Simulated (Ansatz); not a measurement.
Reaction (substitution at a C–S bond): `F/C=C/[S][AlH2]` + H–F → `F/C=C/F` + `[AlH2][SH]`

Calculated with Ansatz (gas phase, PBE0-D4/def2-TZVP geometries, no zero-point term in ΔE). CBS: MP2 limit from def2 TZ/QZ plus the TZ coupled-cluster correction, frozen cores. This one scheme is used for every species. Double bonds are as drawn, so ΔE can hold a change between cis and trans. Each species was taken in one conformer, which may not be the lowest.

`F/C=C/[S][AlH2]`:

Cartesian coordinates in Å:
```
F 2.246 -0.435 0.255
C 1.022 -0.140 0.674
C 0.375 0.948 0.224
S -1.280 1.335 0.714
Al -1.262 -0.432 -0.636
H 0.648 -0.819 1.433
H 0.881 1.584 -0.499
H -1.137 -0.191 -2.191
H -1.494 -1.848 0.026
```

H–F:

Cartesian coordinates in Å:
```
F -0.151 0.000 0.435
H 0.151 0.000 -0.435
```

`F/C=C/F`:

Cartesian coordinates in Å:
```
F 0.981 -0.914 -1.144
C 0.432 -0.498 -0.001
C -0.433 0.498 0.001
F -0.981 0.914 1.144
H 0.757 -1.038 0.880
H -0.757 1.038 -0.880
```

`[AlH2][SH]`:

```xyz
5

Al    0.310   -0.387   -0.422
S    -0.560    0.184    1.495
H     0.979   -1.815   -0.496
H     0.234    0.632   -1.628
H    -0.963    1.387    1.052
```

```json
{"species": "`F/C=C/[S][AlH2]`", "CCSD(T)/CBS(def2) energy (Eh)": "-818.07751"}
{"species": "H–F", "CCSD(T)/CBS(def2) energy (Eh)": "-100.39570"}
{"species": "`F/C=C/F`", "CCSD(T)/CBS(def2) energy (Eh)": "-276.83639"}
{"species": "`[AlH2][SH]`", "CCSD(T)/CBS(def2) energy (Eh)": "-641.61836"}
```

Task: Work out ΔE.

Result: ΔE = (-276.83639) + (-641.61836) − (-818.07751) − (-100.39570) = 0.01846 Eh = +0.50 eV.

Largest T1 diagnostic among the species: 0.013.

The D4 term adds +0.13 eV with B3LYP and +0.07 eV with PBE0; it sums over pairs of atoms, weighted by their polarisabilities, and B3LYP, whose exchange is more repulsive, gets the larger term. In def2-TZVPP, CCSD(T) changes the Hartree–Fock value by +0.42 eV (the triples alone add +0.08 eV) and MP2 by +0.63 eV.

B3LYP here is the variant with VWN-RPA as its local correlation; programs differ in this.
